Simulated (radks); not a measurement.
The numbers below are computed, except where a source is named.
Ce1.375+, 56.625 electrons, occupied as [Kr] 4d10 4f1 5s(up 1, down 0.625) 5p6 5d2 (fractional occupations, a model configuration).

Code: a radial shooting solver on a logarithmic mesh with Libxc functionals. Model: scalar-relativistic Kohn-Sham, r2SCAN, spin-polarised, spherical densities, finite nucleus; open shells are filled with parallel spins first (spin-orbit coupling, left out, can overturn this in heavy ions); meta-GGA in the generalised Kohn-Sham scheme; Fermi nuclear charge, rms radius 4.8771 fm.

Energy parts (eV):
| part | energy |
|---|---|
| total | -241100.03 |
| kinetic | 255534.02 |
| electron-nucleus | -583511.61 |
| Hartree | 92580.95 |
| exchange-correlation | -5703.39 |

Orbitals (lengths in bohr, moments of r in powers of bohr; <r^-3> diverges for s and p1/2):
orbital	occ.	eigenvalue (eV)	<1/r>	<r^4>	<r^-3>	<r>
1s up	1	-40341.86	63.33	1.778e-06	-	0.02458
1s down	1	-40341.83	63.33	1.778e-06	-	0.02458
2s up	1	-6485.676	14.62	0.0002933	-	0.1052
2s down	1	-6485.565	14.62	0.0002933	-	0.1052
2p up	3	-5806.244	13.83	0.0002150	7974	0.09238
2p down	3	-5806.155	13.83	0.0002150	7974	0.09238
3s up	1	-1410.613	5.316	0.01185	-	0.2781
3s down	1	-1410.253	5.317	0.01184	-	0.2781
3p up	3	-1193.292	5.027	0.01241	1602	0.2764
3p down	3	-1192.918	5.028	0.01240	1603	0.2763
3d up	5	-884.8211	4.759	0.01036	218.6	0.2536
3d down	5	-884.4713	4.760	0.01034	218.7	0.2535
4s up	1	-295.5942	2.206	0.3048	-	0.6375
4s down	1	-294.4360	2.205	0.3046	-	0.6376
4p up	3	-224.2317	2.036	0.3996	341.6	0.6747
4p down	3	-223.0615	2.036	0.3989	341.5	0.6746
4d up	5	-121.1759	1.777	0.6725	38.55	0.7443
4d down	5	-119.9315	1.778	0.6689	38.59	0.7436
5s up	1	-50.2329	0.8649	10.04	-	1.526
5s down	0.625	-48.4229	0.8662	10.01	-	1.525
5p up	3	-32.4766	0.7414	18.53	49.12	1.758
5p down	3	-30.5616	0.7447	18.16	49.63	1.750
4f up	1	-13.5760	1.213	6.963	4.260	1.095
4f down	0	-11.9997	1.228	6.186	4.358	1.073
5d up	2	-10.8488	0.4967	106.9	2.977	2.600
5d down	0	-8.4433	0.5025	118.9	3.108	2.603

The highest occupied level is 5d up at -10.849 eV. The configuration is held as typed, so some empty levels lie below it. The spin density at the nucleus is 62.38 e/bohr^3 (1s 0.41, 2s -0.20, 3s -1.32, 4s 0.60, 5s 62.88). The density falls to 0.001 e/bohr^3 at r = 4.20 bohr. Spin moment in Bohr magnetons: 3.375. The electron density at the nucleus is 3.975e+05 e/bohr^3 (large components only). Summed over all electrons, <r^2> = 54.42 bohr^2, which gives a Langevin (diamagnetic) susceptibility term of -43.1 x 10^-6 cm^3/mol.
